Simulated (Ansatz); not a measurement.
Cost and result for the atomization energy of `CCCOC(=O)CCCl` (20 atoms, 19 bonds).

```xyz
20

C     1.4460   -2.2748   -0.9592
C     1.6152   -0.8262   -1.3830
C     0.3137   -0.1517   -1.7560
O    -0.6140   -0.1399   -0.6597
C    -0.4957    0.8637    0.2122
O     0.3148    1.7484    0.1263
C    -1.5146    0.7404    1.3126
C    -1.4078    1.8845    2.2913
Cl   -2.6194    1.7101    3.5865
H     1.0055   -2.8728   -1.7619
H     0.7925   -2.3586   -0.0884
H     2.4070   -2.7226   -0.6993
H     2.2733   -0.7631   -2.2563
H     2.0978   -0.2451   -0.5922
H    -0.2037   -0.7037   -2.5430
H     0.4847    0.8746   -2.0838
H    -1.3688   -0.2191    1.8162
H    -2.5110    0.6980    0.8650
H    -0.4289    1.9153    2.7650
H    -1.5864    2.8425    1.8077
```

Total charge 0; spin multiplicity 1. The structure was optimised at the PBE0-D4/def2-TZVP level. It is one conformer, not always the lowest. Program: Ansatz. All runs use 4 threads of an AMD EPYC 7R13 on a shared host and a share of an NVIDIA H100 80 GB. Times are those of one run each, without the atoms' runs, and a repeat can differ threefold. Electronic energies, without spin–orbit coupling; frozen cores. CCSD(T)/CBS adds CCSD(T) − MP2 in def2-TZVPP to the MP2 limit, and its time is that of the two runs behind it. T1 = 0.012. B3LYP takes the VWN-RPA correlation (the form of Gaussian; ORCA's B3LYP/G).

CCSD(T)/CBS is a level of theory with its own doubt, some kJ/mol a heavy atom from the limit and from the frozen cores, so smaller differences don't rank the functionals.

| level | functions | wall time | atomization (kJ/mol) | difference from CCSD(T)/CBS | per bond |
| --- | --- | --- | --- | --- | --- |
| B2PLYP/def2-TZVPP | 444 | 7 s | 8082.5 | -79.4 | -4.2 |
| PBE0-D4/def2-TZVPP | 444 | 7.5 s | 8236.3 | 74.4 | 3.9 |
| r2SCAN-D4/def2-TZVPP (with forces) | 444 | 7.5 s | 8205.6 | 43.7 | 2.3 |
| B3LYP-D4/def2-TZVPP (with forces) | 444 | 8.5 s | 8157.1 | -4.8 | -0.3 |
| ωB97X-V/def2-TZVPP | 444 | 9 s | 8187.2 | 25.3 | 1.3 |
| PBE-D4/def2-TZVPP (with forces) | 444 | 9.1 s | 8397.3 | 235.4 | 12.4 |
| ωB97M-V/def2-TZVPP (with forces) | 444 | 12 s | 8196.8 | 34.9 | 1.8 |
| MP2/def2-QZVPP | 856 | 12 s | 8243.6 | 81.7 | 4.3 |
| CCSD(T)/def2-TZVPP | 444 | 61 s | 7967.7 | -194.2 | -10.2 |
| CCSD(T)/CBS(def2) | – | 72 s | 8161.9 | 0.0 | 0.0 |

In def2-TZVPP, CCSD(T) changes the Hartree–Fock value by +2015.8 kJ/mol (the triples alone add +130.3 kJ/mol) and MP2 by +2177.9 kJ/mol; breaking electron pairs costs correlation energy, which Hartree–Fock lacks. From PBE to PBE0 (25 % exact exchange), in def2-TZVPP and without D4, the atomization energy moves by −154.3 kJ/mol: exact exchange takes away binding that semilocal exchange gives to molecules. The D4 term adds +69.3 kJ/mol with B3LYP and +37.3 kJ/mol with PBE0; it sums over pairs of atoms, weighted by their polarisabilities, and B3LYP, whose exchange is more repulsive, gets the larger term.
